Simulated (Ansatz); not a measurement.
Input (CCSDT(Q)/def2-QZVPP; Ansatz, a program for electronic structure): A basis named .json is the Basis Set Exchange file of that set.

Ansatz 0.2 input:
```yaml
crystal:
  periodic: [false, false, false]
  atoms:
    - {symbol: I, position_ang: [-0.00000000, -0.00000000, -0.02991592]}
    - {symbol: H, position_ang: [0.00000000, 0.00000000, 1.58554378]}
basis:
  gaussian:
    orbitals: def2-QZVPP.json
magnetization: {spin_polarized: false}
correlation: {method: ccsdt_q, electrons: outside_noble_gas}
```

Output:

```
Functional definition: HF
integrals: 0.24 GiB planned
1250 factors; integrals over basis functions are off by at most 2.1e-7 eV
mean field: 0.32 GiB planned
mean field evaluation 1: about -8088.0614 eV, gradient 8.2e0 eV
mean field evaluation 2: about -8088.0617 eV, gradient 8.2e0 eV
mean field evaluation 4: about -8088.4093 eV, gradient 1.7e0 eV
mean field evaluation 8: about -8088.4201 eV, gradient 1.1e-4 eV
mean field evaluation 16: about -8088.4182 eV, gradient 4.7e-1 eV
mean field -8088.42007668 eV, -297.2439552899 hartree, gradient 3.6e-6 eV, S^2 0.000000; 0 other end points of the search recorded, 0 dependent functions left out
9 core orbitals not correlated
reference -8088.42007668 eV, -297.2439552899 hartree; 4, 4 occupied and 99, 99 virtual orbitals, 1250 factors
second order -4.61058927 eV of doubles, -0.00000000 eV of singles
coupled cluster: 1.33 GiB planned
cycle   1  -4.97271617 eV  change   -3.6e-1 eV  update   6.1e-2
cycle   2  -5.28517166 eV  change   -3.1e-1 eV  update   2.5e-2
cycle   3  -5.34547467 eV  change   -6.0e-2 eV  update   9.0e-3
cycle   4  -5.33361081 eV  change    1.2e-2 eV  update   2.1e-3
cycle   5  -5.33496394 eV  change   -1.4e-3 eV  update   7.7e-4
cycle   6  -5.33496411 eV  change   -1.7e-7 eV  update   2.0e-4
cycle   7  -5.33475101 eV  change    2.1e-4 eV  update   6.4e-5
cycle   8  -5.33478913 eV  change   -3.8e-5 eV  update   1.9e-5
cycle   9  -5.33481526 eV  change   -2.6e-5 eV  update   5.9e-6
cycle  10  -5.33480948 eV  change    5.8e-6 eV  update   1.9e-6
cycle  11  -5.33481004 eV  change   -5.5e-7 eV  update   6.9e-7
perturbative correction -0.00860469 eV, -0.0003162167 hartree
Total energy: -8093.76349141 eV, -297.4403221594 hartree
```
